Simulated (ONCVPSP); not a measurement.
# Building the ONCV potential for Hf (PBE, scalar-relativistic).

ONCVPSP 4.0.1 input, shortened (lines: element, Z, core and valence counts, functional; n l f; lmax; l rc ep ncon nbas qcut; lloc lpopt rc5 dvloc0; l nproj debl; icmod fcfact rcfact), PBE, scalar-relativistic:

```
  Hf 72.00   10    5        4      upf
    1    0    2.00
    2    0    2.00
    2    1    6.00
    3    0    2.00
    3    1    6.00
    3    2   10.00
    4    0    2.00
    4    1    6.00
    4    2   10.00
    4    3   14.00
    5    0    2.00
    5    1    6.00
    5    2    2.00
    6    0    1.00
    6    1    1.00
    2
    0    1.75    0.00    5    8    7.00
    1    1.90    0.00    5    8    5.70
    2    2.45    0.00    4    9    6.20
    4    5    1.50    4.00
    0    3    3.00
    1    2    3.50
    2    1    3.10
    1    0.15    0.00
```

All-electron outer shells of the reference configuration (PBE, scalar-relativistic, ld1.x):

```csv
shell,level (eV),outermost node (bohr),outermost maximum (bohr)
4d,-208.14,0.23,0.47
5s,-68.49,0.55,1.01
5p,-37.04,0.60,1.16
4f,-18.30,–,0.45
6s,-6.00,1.36,2.85
5d,-3.88,0.67,1.67
6p,-2.06,1.65,3.95
```

Problem. Estimate the cutoffs (Ha) at which the residual kinetic energy of the hardest occupied pseudo-wave falls to 1 and 0.1 mHa per electron.

Solution. 21 Ha and 45 Ha.

Problem. Does the potential have ghost states?

Solution. No bound ghost flagged; GHOST(+) flagged for s at 560.0 eV.

Problem. Tests: 5s2 5p6 5d2 6s2 6p0; 5s2 5p6 5d2 6s1 6p0; 5s2 5p6 5d2 6s0 6p0; 5s2 5p6 5d3 6s0 6p0. Which has the largest error in its energy relative to the reference configuration, and how large is it?

Solution. 5s2 5p6 5d3 6s0 6p0, with -14 meV (all-electron minus pseudo) on +6.16 eV.
